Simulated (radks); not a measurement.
Values are calculated unless marked as measured or tabulated.
Yb15+, configuration [Kr] 4d10 4f8 5s1 (not the ground configuration). Code: a radial shooting solver on a logarithmic mesh with Libxc functionals. Model: scalar-relativistic Kohn-Sham, BLYP, spin-polarised, spherical densities, point nucleus; open shells are filled with parallel spins first (spin-orbit coupling, left out, can overturn this in heavy ions).

Radial electron density D(r) = 4 pi r^2 rho(r):

```
   r/bohr * D(r) (the largest magnitude, 127, reaches the edge; | marks zero)
 0.003104 |             *
 0.003528 |               *
 0.004042 |                  *
 0.004593 |                     *
 0.005263 |                        *
 0.006029 |                           *
 0.006853 |                              *
 0.007851 |                                  *
 0.008923 |                                    *
  0.01022 |                                      *
  0.01171 |                                        *
  0.01331 |                                        *
  0.01525 |                                        *
  0.01733 |                                       *
  0.01986 |                                     *
  0.02275 |                                    *
  0.02586 |                                   *
  0.02963 |                                    *
  0.03367 |                                       *
  0.03858 |                                           *
   0.0442 |                                               *
  0.05023 |                                                   *
  0.05755 |                                                      *
  0.06593 |                                                      *
  0.07494 |                                                   *
  0.08585 |                                              *
  0.09758 |                                           *
   0.1118 |                                         *
   0.1281 |                                           *
   0.1456 |                                               *
   0.1668 |                                                 *
   0.1895 |                                               *
   0.2172 |                                        *
   0.2488 |                               *
   0.2828 |                        *
    0.324 |                      *
   0.3682 |                       *
   0.4218 |                          *
   0.4833 |                          *
   0.5493 |                      *
   0.6293 |                 *
   0.7153 |           *
   0.8195 |      *
   0.9388 |   *
    1.067 | *
    1.222 |*
    1.389 *
    1.592 *
    1.824 *
    2.073 *
    2.375 *
    2.699 *
```

D(r) has 4 maxima, at r = 0.0134, 0.0609, 0.168, 0.450 bohr, and minima at 0.0259, 0.110, 0.324 bohr, inside which lie 1.92, 11.12, 29.66 electrons.
